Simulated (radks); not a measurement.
Values are calculated unless marked as measured or tabulated.
Removal energies from the gold ion Au10+, [Xe] 4f14 5d(3/2: 1, 5/2: 0), by Delta-SCF beside the eigenvalue of the level emptied. Level of theory: Dirac Kohn-Sham, BLYP, spin-unpolarised, spherical densities, finite nucleus; Fermi nuclear charge, rms radius of each element as measured or else 0.836 A^(1/3) + 0.57 fm (a radial shooting solver on a logarithmic mesh with Libxc functionals). Sub-shells are occupied by j as written (lower j first in brackets).

\begin{tabular}{lrrr}
removed from & final configuration & Delta-SCF (eV) & -eigenvalue (eV) \\ \hline
5d3/2 & [Xe] 4f14 & 168.26 & 158.62 \\
5p3/2 & [Kr] 4d10 4f14 5s2 5p(1/2: 2, 3/2: 3) 5d(3/2: 1, 5/2: 0) & 226.39 & 215.52 \\
5p1/2 & [Kr] 4d10 4f14 5s2 5p(1/2: 1, 3/2: 4) 5d(3/2: 1, 5/2: 0) & 246.46 & 234.91 \\
4f7/2 & [Xe] 4f(5/2: 6, 7/2: 7) 5d(3/2: 1, 5/2: 0) & 268.96 & 250.81 \\
\end{tabular}
